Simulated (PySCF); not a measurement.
DyCl from Hartree–Fock to correlated methods

State: sextet, about 9.7 electrons in the 4f shell (Mulliken), real f orbitals that mix terms. Set-up: basis Dy x2c-TZVPall, Cl x2c-TZVPall; spin-free X2C with a Gaussian nucleus; PySCF 2.14. De refers to Dy (4f10 6s2) + Cl in their high-spin ground configurations, without counterpoise correction. The functionals are run spin-unrestricted. A positive dipole means Dy(−)Cl(+). Levels whose curve was spin-contaminated or gave no clean fit are not listed.

```csv
Level,Re (Å),ωe (cm⁻¹),De (eV),μ (D),"CPU s a point (SCF and correlation, without the integrals)"
ROHF,2.557,294,n/a,-4.71,44
ROHF-MP2,2.447,331,n/a,n/a,76
ROHF-SCS-MP2,2.473,322,n/a,n/a,n/a
TPSSh,2.468,303,4.59,-3.79,21
PBE0,2.459,297,4.42,-3.88,20
```

The bond length runs from 2.447 Å (ROHF-MP2) to 2.557 Å (ROHF).

Correlated steps freeze 23 core orbitals. Spin–orbit coupling is left out, which matters for elements this heavy, above all for dissociation energies. The state is the lowest single determinant that the PBE0 search found; with open d or f shells the true ground state can be another one.

The whole job (state search and all levels along the bond) took about 17 min on 4 threads of Arm Neoverse V2 (shared host), peak memory 8.1 GiB.
